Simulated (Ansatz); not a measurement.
```yaml
crystal:
  periodic: [false, false, false]
  atoms:
    - {symbol: C, position_ang: [-1.366330, 0.684278, 1.762823]}
    - {symbol: O, position_ang: [-0.287665, 1.096245, 0.779827]}
    - {symbol: C, position_ang: [0.021580, -0.024096, 0.154259]}
    - {symbol: N, position_ang: [0.763781, -0.084166, -1.004457]}
    - {symbol: Ge, position_ang: [1.313308, -1.779275, -1.845433]}
    - {symbol: H, position_ang: [-1.640612, 1.850983, 2.209226]}
    - {symbol: H, position_ang: [-2.435120, 0.352789, 1.156957]}
    - {symbol: H, position_ang: [-1.118371, 0.165491, 2.480186]}
    - {symbol: H, position_ang: [-0.657242, -0.966506, 0.459696]}
    - {symbol: H, position_ang: [1.238364, 0.951159, -1.004263]}
    - {symbol: H, position_ang: [1.186584, -0.883770, -3.376669]}
    - {symbol: H, position_ang: [3.017625, -1.291276, -1.654976]}
basis:
  gaussian: {orbitals: def2-TZVPP}
hamiltonian: {xc: {name: rPW86-PBE}}
```

```sh
$ ansatz run in.yaml --threads 4 --pin off --events-out ev --progress --plain --max-ram 10444MiB
```

It prints (some lines left out):

```
Functional definition: rPW86-PBE
1437 factors; their error is unknown
mean field evaluation 1: about -62264.5732 eV, gradient 7.4e1 eV
mean field evaluation 2: about -62232.0357 eV, gradient 1.3e2 eV
mean field evaluation 4: about -62275.3472 eV, gradient 1.2e1 eV
mean field evaluation 8: about -62275.6998 eV, gradient 3.5e-1 eV
mean field evaluation 16: about -62275.6610 eV, gradient 2.6e-3 eV
mean field -62275.66104416 eV, -2288.5883314136 hartree, gradient 5.3e-5 eV, S^2 0.000000; 0 other end points of the search recorded, 0 dependent functions left out
reference -62275.66116883 eV, -2288.5883359952 hartree; 33, 33 occupied and 237, 237 virtual orbitals, 1437 factors
Total energy: -62275.66116883 eV, -2288.5883359952 hartree
```

It took 6.5 s on 4 threads of an Arm Neoverse V1 on a shared host, with 0.52 GiB of host memory at the peak.
